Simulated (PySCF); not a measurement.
C₄H₄Cl₂, SMILES ClC1=C(Cl)CC1.

Geometry optimised at B3LYP-D3(BJ)/def2-SVP.

All values below come from PBE0/def2-TZVP in PySCF.

Isolated molecule, no solvent.

```json
{
  "total_energy": "-1074.78000 hartree",
  "point_group": "C2v",
  "highest_occupied_level": "-6.96 eV",
  "lowest_empty_level": "-0.14 eV",
  "orbital_gap": "6.82 eV",
  "dipole_moment": "2.13 D",
  "quadrupole, principal values (traceless, Buckingham form, about the centre of nuclear charge)": "-2.62, -0.73, 3.35 D·Å",
  "mean_static_polarisability": "70.6 bohr³ (10.47 Å³)",
  "polarisability_principal_values": "47.3, 76.6, 88.0 bohr³"
}
```
